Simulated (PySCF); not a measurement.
I3Zr, charge +1, multiplicity 1. Atoms are numbered in the order given.

```xyz
4

Zr     0.0000     0.0000     0.7668
I      2.1219     1.2251    -0.1929
I      0.0000    -2.4502    -0.1929
I     -2.1219     1.2251    -0.1929
```
Charge +1, spin multiplicity 1.

Geometry optimised at PBE-D3(BJ)/def2-SVP. The spin state was assumed, not searched. The isomer is the one that the SMILES or the coordinates give; other isomers of the formula were not compared. The def2 effective core potentials stand for the cores of I, Zr; spin–orbit coupling is left out.

All values below come from PBE-D3(BJ)/def2-SVP run with PySCF.

Frequencies are harmonic and unscaled.

Modes within 1.5 cm⁻¹ of each other (mostly degenerate sets) share a row, with their intensities summed.

```
mode  ν (cm⁻¹)  IR (km/mol)  moving atoms (share of kinetic energy)
----  --------  -----------  --------------------------------------
1–2         57          0.1                         I 90 %, Zr 10 %
3           61          2.2                         I 60 %, Zr 40 %
4          220          4.5                         I 59 %, Zr 41 %
5–6        277         84.2                         Zr 67 %, I 33 %
```
